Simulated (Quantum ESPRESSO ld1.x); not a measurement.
The mean radii <r> (bohr) of the occupied orbitals of an atom or ion are listed with their occupations. All-electron calculation, scalar-relativistic Kohn-Sham, LDA (Slater exchange, VWN5 correlation), spin-polarised, spherical densities, point nucleus. Program: ld1.x of Quantum ESPRESSO 7.5.

orbital  occ.      <r>
1s up       1  0.02613
1s down     1  0.02613
2s up       1   0.1122
2s down     1   0.1122
2p up       3  0.09825
2p down     3  0.09825
3s up       1   0.2995
3s down     1   0.2995
3p up       3   0.2973
3p down     3   0.2973
3d up       5   0.2737
3d down     5   0.2737
4s up       1   0.6950
4s down     1   0.6950
4p up       3   0.7399
4p down     3   0.7399
4d up       5   0.8374
4d down     5   0.8374
5s up       1    1.737
5s down     1    1.735
5p up       3    2.093
5p down     3    2.082
6s up       1    5.474

Name the element and its charge. Open shells, if any, are filled with parallel spins first.

Answer. Z = 55, caesium, charge 0: Cs in [Xe] 6s1. The 1s radius gives Z: for a bare nucleus <r> = (2 gamma + 1)/(2Z) with gamma = sqrt(1 - (Z/c)^2), 0.02574 bohr for Z = 55, and screening makes it slightly larger (0.02613 here). The occupations add up to 55, and the charge is Z minus that.
